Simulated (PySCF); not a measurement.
BF4, charge -1. Atoms are numbered in the order given.

```xyz
5

F      0.8165    -0.8165     0.8165
B      0.0000     0.0000     0.0000
F     -0.8165    -0.8165    -0.8165
F     -0.8165     0.8165     0.8165
F      0.8165     0.8165    -0.8165
```
Charge -1, spin multiplicity 1.

Coordinates come from a B3LYP-D3(BJ)/def2-SVPD optimisation.

Calculation: r2SCAN/def2-TZVPD (PySCF).

Symmetry labels are those of the subgroup D2 that the program uses (full group Td).

Computed valence orbital energies around the gap with their symmetry:
```tsv
orbital	symmetry	energy (eV)
HOMO−7	A	-4.57
HOMO−6	A	-4.57
HOMO−5	B1	-4.08
HOMO−4	B2	-4.08
HOMO−3	B3	-4.08
HOMO−2	B1	-3.16
HOMO−1	B2	-3.16
HOMO	B3	-3.16
LUMO	A	4.32
LUMO+1	B1	5.78
LUMO+2	B2	5.78
LUMO+3	B3	5.78
```
